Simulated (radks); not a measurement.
Task: The bismuth ion Bi4+, 79 electrons, occupied as [Xe] 4f14 5d10 6s1. Method: Dirac Kohn-Sham, Slater X-alpha with alpha = 0.562, spin-unpolarised, spherical densities, finite nucleus; Fermi nuclear charge, rms radius 5.5211 fm; computed with a radial shooting solver on a logarithmic mesh with Libxc functionals. Some entries of the table are withheld. Estimate them.

| orbital | occ. | eigenvalue (hartree) | <r^2> (bohr^2) |
|---|---|---|---|
| 1s1/2 | 2 | (1) | (2) |
| 2s1/2 | 2 | -596.0175 | 0.005206 |
| 2p1/2 | 2 | -572.9144 | 0.003655 |
| 2p3/2 | 4 | -488.0760 | 0.004836 |
| 3s1/2 | 2 | -144.6471 | 0.03376 |
| 3p1/2 | 2 | -134.1573 | 0.03063 |
| 3p3/2 | 4 | -115.1925 | 0.03696 |
| 3d3/2 | 4 | -97.86523 | 0.02815 |
| 3d5/2 | 6 | -93.84714 | 0.02986 |
| 4s1/2 | 2 | -34.10541 | 0.1616 |
| 4p1/2 | 2 | -29.54934 | 0.1635 |
| 4p3/2 | 4 | -24.87306 | 0.1948 |
| 4d3/2 | 4 | -17.43338 | 0.2017 |
| 4d5/2 | 6 | -16.56296 | 0.2124 |
| 5s1/2 | 2 | (3) | 0.7795 |
| 4f5/2 | 6 | (4) | 0.2324 |
| 4f7/2 | 8 | (5) | 0.2390 |
| 5p1/2 | 2 | -5.49760 | 0.8886 |
| 5p3/2 | 4 | -4.59128 | 1.079 |
| 5d3/2 | 4 | -2.38190 | 1.664 |
| 5d5/2 | 6 | -2.27056 | 1.776 |
| 6s1/2 | 1 | (6) | 4.389 |

Result: 
(1) 1s1/2 eigenvalue (hartree): -3317.627
(2) 1s1/2 <r^2> (bohr^2): 0.0003473
(3) 5s1/2 eigenvalue (hartree): -7.07993
(4) 4f5/2 eigenvalue (hartree): -6.91322
(5) 4f7/2 eigenvalue (hartree): -6.71462
(6) 6s1/2 eigenvalue (hartree): -1.77835
